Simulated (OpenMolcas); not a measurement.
# CHClFNOSi: a line through the functionals

CHClFNOSi: 7 atoms, total charge 0, spin state singlet. SMILES: `O=C=N[SiH](F)Cl`. The coordinates come from a PBE0-D4/def2-TZVP relaxation. This is one conformer, not always the lowest.

The vertical ionisation energy (to the doublet cation) y, in eV, basis 6-31G(d); a is the functional's share of exact exchange. Programs: OpenMolcas 26.06.

```
functional     program     a  y (eV)
    r2SCAN  OpenMolcas     0   11.25
      TPSS  OpenMolcas     0   10.98
     B3LYP  OpenMolcas   0.2       ?
      PBE0  OpenMolcas  0.25   11.47
     BHLYP  OpenMolcas   0.5   11.68
```

Question: Fit y = c + s·a to the known rows and predict B3LYP.

Answer: 
1. Means of the 4 rows: a = 0.1875, y = 11.345.
2. Σ(Δa)² = 0.17188, Σ(Δa·Δy) = 0.19875, so the slope is 0.19875/0.17188 = 1.1563.
3. Intercept: 11.345 − (1.1563) × 0.1875 = 11.128. The largest residual of the fit is 0.15.
4. B3LYP: 11.128 + (1.1563) × 0.2 = 11.36 eV.

The run gave 11.35 eV, so the prediction is off by +0.01 eV, within the largest residual. The rows mix families of semi-local functionals, which the line can't see.
